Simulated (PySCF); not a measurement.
A structure optimised at PBE-D3(BJ)/def2-SVP, used in a PySCF frequency run:

```
O
C 1 1.3847
H 2 1.1173 1 112.10
H 2 1.1173 3 106.72 1 -123.09
H 2 1.1173 3 106.72 4 -113.83
Mg 1 1.7744 3 150.16 2 180.00
Br 6 2.3552 3 163.87 2 -180.00
```
Charge 0, spin multiplicity 1.

Write its SMILES, formula and point group.

C[O][Mg][Br], CH3BrMgO, C3v

What are its rotational constants (standard atomic weights)?

155.95, 0.89816, 0.89816 GHz
